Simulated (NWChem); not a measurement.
System: C₂H₆F₂Si; SMILES CC[SiH](F)F

NWChem printed, in part:

```
             Northwest Computational Chemistry Package (NWChem) 7.3.0
             --------------------------------------------------------

 C1  symmetry detected

                             Geometry "geometry" -> ""
                             -------------------------

 Output coordinates in angstroms (scale by  1.889725989 to convert to a.u.)

  No.       Tag          Charge          X              Y              Z
 ---- ---------------- ---------- -------------- -------------- --------------
    1 Si                  14.0000    -0.00002189    -0.61903633    -0.43659066
    2 F                    9.0000    -1.29283164    -1.05546815     0.43493497
    3 F                    9.0000     1.29490914    -1.05208259     0.43345928
    4 C                    6.0000    -0.00202570     1.21834336    -0.67759608
    5 C                    6.0000    -0.00022115     2.02010444     0.62395008
    6 H                    1.0000     0.00030350    -1.41781246    -1.68554716
    7 H                    1.0000     0.87704861     1.46920571    -1.29789345
    8 H                    1.0000    -0.88311132     1.46844155    -1.29528812
    9 H                    1.0000     0.00068858     3.10322892     0.42950304
   10 H                    1.0000     0.88693517     1.78952652     1.23314116
   11 H                    1.0000    -0.88677447     1.79118833     1.23468152

 Effective nuclear repulsion energy (a.u.)     250.1344629741

                                 NWChem DFT Module
                                 -----------------

 Summary of "ao basis" -> "ao basis" (spherical)
 ------------------------------------------------------------------------------
       Tag                 Description            Shells   Functions and Types
 ---------------- ------------------------------  ------  ---------------------
 Si                        def2-tzvp                13       37   5s5p2d1f
 F                         def2-tzvp                11       31   5s3p2d1f
 C                         def2-tzvp                11       31   5s3p2d1f
 H                         def2-tzvp                 4        6   3s1p

            General Information
            -------------------
          SCF calculation type: DFT
          Wavefunction type:  closed shell.
          No. of atoms     :    11
          No. of electrons :    50
           Alpha electrons :    25
            Beta electrons :    25
          Charge           :     0
          Spin multiplicity:     1
          Use of symmetry is: off; symmetry adaption is: off
          Maximum number of iterations: 150
          AO basis - number of functions:   197
                     number of shells:    81
          Convergence on energy requested:  1.00D-06
          Convergence on density requested:  1.00D-05
          Convergence on gradient requested:  5.00D-04

              XC Information
              --------------
                    Becke 1988 Exchange Functional  1.000
              Lee-Yang-Parr Correlation Functional  1.000

             Grid Information
             ----------------
          Grid used for XC integration:  medium
          Radial quadrature: Mura-Knowles
          Angular quadrature: Lebedev.
          Tag              B.-S. Rad. Rad. Pts. Rad. Cut. Ang. Pts.
          ---              ---------- --------- --------- ---------
          Si                  1.10       88          11.0       590
          F                   0.50       49          12.0       434
          C                   0.70       49          11.0       434
          H                   0.35       45          12.0       434
          Grid pruning is: on
          Number of quadrature shells:   554
          Spatial weights used:  Erf1

      Superposition of Atomic Density Guess
      -------------------------------------

 Sum of atomic energies:        -566.01307885

      Non-variational initial energy
      ------------------------------

 Total energy =    -568.004713
 1-e energy   =   -1280.044747
 2-e energy   =     461.905571
 HOMO         =      -0.354841
 LUMO         =       0.050760

------------------------------------------------------------
EAF file 0: "./job.aoints.0" size=648544256 bytes
------------------------------------------------------------
               write      read    awrite     aread      wait
               -----      ----    ------     -----      ----
     calls:     1237         0         0         0         0
   data(b): 6.49e+08  0.00e+00  0.00e+00  0.00e+00
   time(s): 0.00e+00  0.00e+00  0.00e+00  0.00e+00  0.00e+00
rate(mb/s): 0.00e+00  0.00e+00
------------------------------------------------------------

     ---------------------------------------------
      Total Density - Mulliken Population Analysis
     ---------------------------------------------

    Atom       Charge   Shell Charges
 -----------   ------   -------------------------------------------------------
    1 Si  14    12.73   2.00  0.59  1.39  0.78  0.34  4.10  1.74  0.46  0.76  0.15  0.19  0.16  0.08
    2 F    9     9.52   0.77  1.20  0.61  1.01  0.31  2.37  2.36  0.88  0.00  0.01  0.00
    3 F    9     9.52   0.77  1.20  0.61  1.01  0.31  2.37  2.36  0.88  0.00  0.01  0.00
    4 C    6     6.54   0.86  1.12  0.55  0.67  0.10  1.26  1.49  0.43  0.01  0.05  0.00
    5 C    6     6.49   0.86  1.12  0.55  0.66  0.14  1.25  1.41  0.44  0.01  0.05  0.00
    6 H    1     1.05   0.23  0.53  0.29  0.01
    7 H    1     0.82   0.23  0.44  0.12  0.02
    8 H    1     0.82   0.23  0.44  0.12  0.02
    9 H    1     0.83   0.24  0.45  0.12  0.02
   10 H    1     0.83   0.24  0.44  0.12  0.02
   11 H    1     0.83   0.24  0.44  0.12  0.02

[...]
```

Level: BLYP/def2-TZVP. Geometry: optimised at PBE0/def2-SVP.

Write an input that gives this output.

Several could match; the one computed here: the input that was run:
```
start job
memory heap 200 mb stack 900 mb global 1100 mb
geometry units angstroms noautoz
  Si    -0.000751    -0.607930    -0.439422
  F     -1.291196    -1.055950     0.429725
  F      1.296531    -1.050497     0.422295
  C     -0.004719     1.232242    -0.658061
  C     -0.000499     2.018120     0.653131
  H     -0.002721    -1.391461    -1.697997
  H      0.872718     1.491324    -1.277297
  H     -0.887430     1.489134    -1.270623
  H     -0.000869     3.103529     0.471868
  H      0.888248     1.780855     1.257416
  H     -0.885454     1.781093     1.263086
end
basis spherical
  * library def2-tzvp
end
dft
  xc becke88 lyp
  iterations 150
  semidirect filesize 400000000
  mulliken
end
task dft energy
```
